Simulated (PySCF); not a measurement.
## Nuclear quadrupole coupling in `O=C1C=CC(=O)C(C(F)(F)F)=C1`

C7H3F3O2.
Structure used (GFN2-xTB), in Å, numbered top down from 1:
```
atom  x, y, z in Å
O1     2.162    2.198    0.196
C2     1.511    1.182    0.109
C3     2.124   -0.155    0.010
C4     1.397   -1.270   -0.088
C5    -0.077   -1.265   -0.105
O6    -0.736   -2.273   -0.194
C7    -0.697    0.089   -0.002
C8    -2.210    0.120   -0.015
F9    -2.686    1.371    0.080
F10   -2.732   -0.564    1.007
F11   -2.711   -0.392   -1.143
C12    0.027    1.207    0.095
H13    3.205   -0.176    0.020
H14    1.853   -2.248   -0.162
H15   -0.434    2.184    0.169
```

Field gradients from the PBE0/pcSseg-1 density (PySCF, non-relativistic), principal values in atomic units, ordered |Vxx| ≤ |Vyy| ≤ |Vzz|:

```tsv
atom	Vxx	Vyy	Vzz
O1	0.4749	1.6987	-2.1736
O6	0.4839	1.6627	-2.1467
```

**Question.** Find the asymmetry η = (Vxx − Vyy)/Vzz and the couplings χ = eQV/h (234.96 MHz × Q in barn × V in au), with Q(17O) = −0.0256 b.

**Answer.** 
```json
{"atom": "O1", "environment": "ketone oxygen", "nucleus": "17O", "η": "0.56", "χzz (MHz)": "13.07", "χxx (MHz)": "-2.86", "χyy (MHz)": "-10.22"}
{"atom": "O6", "environment": "ketone oxygen", "nucleus": "17O", "η": "0.55", "χzz (MHz)": "12.91", "χxx (MHz)": "-2.91", "χyy (MHz)": "-10.00"}
```

The tensor is traceless: Vxx + Vyy + Vzz = 0.

**Question.** What is Vzz at O1 in SI units (1 au = 9.71736 × 10²¹ V/m²)?

**Answer.** -2.1736 au = -21.122 × 10²¹ V/m².

**Question.** What couplings would deuterons (Q(2H) = 0.00286 b) have in place of the hydrogens, at this geometry?

**Answer.** 
```csv
atom,bonded to,bond length (Å),Vzz (au),η,χzz (kHz)
H13,C3,1.081,0.3192,0.04,215
H14,C4,1.081,0.3186,0.04,214
H15,C12,1.082,0.3119,0.03,210
```

Isolated species at its GFN2-xTB geometry, gas phase. GFN2-xTB bond lengths can be off by several hundredths of an ångström, more for odd bonds, and the gradients follow them. With so small a basis the couplings can be 20 % off.
